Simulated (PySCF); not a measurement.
BeHF, SMILES [BeH][F].

Geometry: PBE0-D3(BJ)/def2-TZVPD.

The numbers are results of ωB97X/def2-TZVPD in PySCF, not measurements.

Isolated molecule, no solvent.

Computed frontier levels, gap, dipole moment and polarisability:
- highest occupied level: -12.29 eV
- lowest empty level: 1.38 eV
- orbital gap: 13.67 eV
- dipole moment: 0.71 D
- quadrupole, principal values (traceless, Buckingham form, about the centre of nuclear charge): -5.12, 2.56, 2.56 D·Å
- mean static polarisability: 17.5 bohr³ (2.59 Å³)
- polarisability, principal values: 16.8, 16.8, 18.9 bohr³
